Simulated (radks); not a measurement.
Task: The mean radii <r> (bohr) of the occupied orbitals of an atom or ion are listed with their occupations. Calculated with a radial shooting solver on a logarithmic mesh with Libxc functionals: Dirac Kohn-Sham, PBE, spin-unpolarised, spherical densities, finite nucleus; Fermi nuclear charge, rms radius of each element as measured or else 0.836 A^(1/3) + 0.57 fm.

orbital  occ.      <r>
1s1/2       2  0.01632
2s1/2       2  0.06729
2p1/2       2  0.05519
2p3/2       4  0.06368
3s1/2       2   0.1636
3p1/2       2   0.1531

Name the element and its charge. Open shells, if any, fill j = l - 1/2 first.

Result: Z = 81, thallium, charge +67: Tl67+ in [Ne] 3s2 3p2. The 1s radius gives Z: for a bare nucleus <r> = (2 gamma + 1)/(2Z) with gamma = sqrt(1 - (Z/c)^2), 0.01613 bohr for Z = 81, and screening makes it slightly larger (0.01632 here). The occupations add up to 14, and the charge is Z minus that.
